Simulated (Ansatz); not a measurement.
## Ansatz (development build ahead of 0.2.0) run

```yaml
crystal:
  periodic: [false, false, false]
  atoms:
    - { symbol: Ti, position_ang: [0.0, 0.0, 0.0] }
    - { symbol: S, position_ang: [0.0, 0.0, 2.08] }
basis:
  gaussian: { orbitals: def2-SVP }
magnetization:
  spin_polarized: true
  initial_magnetization: 2
hamiltonian:
  xc: hf
scf:
  omitted_lower_state_checks: [stability, starts, atomic_configurations, cluster_reference, orbital_swaps, given_window_search, neighbouring_geometries, increment]
output:
  forces: true
```

The input is written out in the form of the current development build from the run's settings.

Results

```json
{
  "Converged": "yes",
  "Total energy": "-1245.71194 hartree",
  "Spin squared of the determinant": "2.360"
}
```

Forces (eV/Å):
```tsv
atom	Fx	Fy	Fz
Ti1	0.000	0.000	-1.685
S2	0.000	0.000	1.685
```

Caution: the unrestricted determinant is spin contaminated.
